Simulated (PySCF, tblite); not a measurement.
A set of runs on `C=Nc1ccc(B(O)O)s1`; the geometry of each is named by its level. Settings lines and outputs come from a driver script.

Compound: C₅H₆BNO₂S.
SMILES with atom numbers: `[CH2:1]=[N:2][c:3]1[cH:4][cH:5][c:6]([B:7]([OH:8])[OH:9])[s:10]1` (hydrogens: H11, H12 on C1; H13 on C4; H14 on C5; H15 on O8; H16 on O9)

Step 1: GFN2-xTB geometry optimisation, gas phase (tblite 0.8.0) (from a force-field or distance-geometry start)
```json
{"job": {"kind": "relax", "xc": "GFN2-xTB", "basis": "xTB"}, "charge": 0, "multiplicity": 1}
```
```
step      E/eV     max force
  0    -796.85156    3.376
  1    -797.31872    1.684
  2    -797.44451    1.132
...
 63    -798.50891    0.015
 64    -798.50894    0.017
 65    -798.50898    0.018
 66    -798.50900    0.013
 67    -798.50902    0.008
```

Energy lowered by 38.2 kcal/mol over 67 steps; largest atomic force 0.008 eV/Å at the end. «max force» is the largest atomic force in eV/Å.

Step 2: GFN2-xTB harmonic vibrations, gas phase (tblite 0.8.0) (on the GFN2-xTB geometry)
```json
{"job": {"kind": "ir", "xc": "GFN2-xTB", "basis": "xTB"}, "charge": 0, "multiplicity": 1}
```
```
(table of modes left out)
```

42 modes from 41 to 3613 cm⁻¹ (unscaled, harmonic); zero-point energy 67.3 kcal/mol; all wavenumbers are real at this level.

Step 3: PBE0-D3(BJ)/def2-SVP geometry optimisation, gas phase (PySCF 2.14.0) (from the GFN2-xTB geometry)
```json
{"job": {"xc": "PBE0", "basis": "def2-SVP", "d3": "d3bj", "grid": 1, "shake": 0.01, "kind": "geom"}, "charge": 0, "multiplicity": 1}
```
```
step   0  E = -821.42365319  max force = 0.058899
step   1  E = -821.42907615  max force = 0.022077
step   2  E = -821.43004096  max force = 0.010668
step   3  E = -821.43095848  max force = 0.006704
step   4  E = -821.43144150  max force = 0.002428
step   5  E = -821.43153421  max force = 0.001214
step   6  E = -821.43158414  max force = 0.000849
step   7  E = -821.43160980  max force = 0.000931
step   8  E = -821.43161518  max force = 0.000823
step   9  E = -821.43163144  max force = 0.000354
step  10  E = -821.43163939  max force = 0.000343
optimisation converged
```

Final energy -821.43164 Eh after 10 steps; dipole 3.55 D. Energies in Eh; «max force» is the largest Cartesian gradient component in Eh/bohr.

Step 4: TDDFT wB97X-D/def2-SVPD, vertical, gas phase, core orbitals frozen in the response (PySCF 2.14.0, density-fitted response routines) (on the PBE0-D3(BJ)/def2-SVP geometry)
```json
{"job": {"kind": "uv", "xc": "wB97X-D", "basis": "def2-SVPD", "ip": true, "dynamic": false}, "charge": 0, "multiplicity": 1}
```
```
...
Static polarisability (au): isotropic 112.399, principal 63.134 110.551 163.512
Singlet excitations
state   eV       nm        f      main configurations
  1   4.2027    295.0   0.05599   H-2->L 0.74, H->L 0.18
  2   4.3128    287.5   0.26341   H->L 0.75, H-2->L 0.17
  3   4.8189    257.3   0.11105   H-1->L 0.89
  4   6.1705    200.9   0.00183   H->L+1 0.44, H->L+5 0.30, H->L+6 0.14
  5   6.3759    194.5   0.15059   H->L+2 0.88
  6   6.4154    193.3   0.00300   H->L+3 0.30, H->L+1 0.30, H->L+6 0.14
  7   6.6778    185.7   0.00184   H-3->L 0.56, H-2->L+2 0.21
  8   6.6941    185.2   0.00178   H-1->L+5 0.35, H-1->L+6 0.25, H-1->L+1 0.14
  9   6.9260    179.0   0.00055   H-2->L+2 0.32, H-3->L 0.29, H-7->L 0.09
 10   6.9436    178.6   0.05405   H-1->L+2 0.85
Triplet excitations (Tamm-Dancoff, eV): 2.6818 3.7726 3.8252 4.6390
Vertical ionisation energy (delta-SCF) = 8.2194 eV
Vertical electron affinity (delta-SCF) = 0.1492 eV
```

HOMO -8.20 eV, LUMO -0.17 eV; lowest singlet 4.20 eV; lowest triplet 2.68 eV (Tamm–Dancoff); mean polarisability 112.4 au.

Q: Which step took the most CPU time, and about what did each take on Intel Xeon at 2.50 GHz, one thread, no GPU, shared host?

A: Step 4, about 64 % of the total. CPU time by step: 1: 1.8 s, 2: 2.2 s, 3: 7.2 min, 4: 13 min.

Geometry of the electronic-property runs (PBE0-D3(BJ)/def2-SVP):
```
atom  x, y, z in Å
C1    -2.867    2.224   -0.474
N2    -2.668    1.016   -0.814
C3    -1.496    0.353   -0.536
C4    -1.229   -0.940   -0.940
C5     0.046   -1.391   -0.534
C6     0.761   -0.453    0.184
B7     2.182   -0.605    0.798
O8     2.691    0.442    1.508
O9     2.829   -1.787    0.583
S10   -0.144    1.007    0.363
H11   -2.125    2.843    0.065
H12   -3.826    2.695   -0.722
H13   -1.954   -1.514   -1.517
H14    0.449   -2.382   -0.751
H15    3.571    0.311    1.872
H16    3.701   -1.860    0.980
```

 (This holds for the electronic-property runs.)

One conformer stands for the species.

The pairwise dispersion term of wB97X-D wasn't added to the energies; at a given geometry it leaves orbitals and properties as they are.
